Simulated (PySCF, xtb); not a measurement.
B(H)(NHMe)2 (C2H9BN2), SMILES CNBNC.

xtb with GFN2-xTB at its own geometry gives an orbital gap of 6.10 eV and a dipole moment of 1.40 D.

Geometry optimised at PBE0-D3(BJ)/def2-SVP. This is a generated structure with no PubChem entry under its InChIKey; it may be hypothetical. One conformer was computed; it need not be the lowest.

**Question.** What does PBE0/def2-TZVP (PySCF) give? (The exact figures need the calculation; the answer reports its results.)

**Answer.** gap 7.34 eV (levels -6.25 and 1.09 eV), dipole 1.27 D.
